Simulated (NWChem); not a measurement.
# N2H4Te; SMILES N[Te]N

```xyz
7

Te     0.0000     0.0000     0.3412
N     -1.6430     0.0000    -0.8578
H     -1.7403    -0.8335    -1.4327
H     -1.7403     0.8335    -1.4327
N      1.6430     0.0000    -0.8578
H      1.7403     0.8335    -1.4327
H      1.7403    -0.8335    -1.4327
```
Atoms are numbered in this order, from 1.

Program: NWChem. The geometry was optimised at PBE0/def2-SVP. def2 effective core potentials on Te; no spin-orbit coupling. Ions are spin-unrestricted doublets at the neutral geometry; other ion states weren't tried.

```csv
level,"vertical ionisation energy, ΔSCF (eV)",−ε(HOMO) (eV),ΔSCF minus −ε(HOMO) (eV)
B3LYP/def2-SVP,?,?,?
PBE/def2-SVP,8.09,4.74,3.35
r2SCAN/def2-SVP,8.17,5.03,3.14
M06-2X/def2-SVP,8.15,7.06,1.09
```

**Question.** Fill in the missing entries.

**Answer.** 
- B3LYP/def2-SVP, vertical ionisation energy, ΔSCF (eV): 8.26
- B3LYP/def2-SVP, −ε(HOMO) (eV): 5.64
- B3LYP/def2-SVP, ΔSCF minus −ε(HOMO) (eV): 2.62
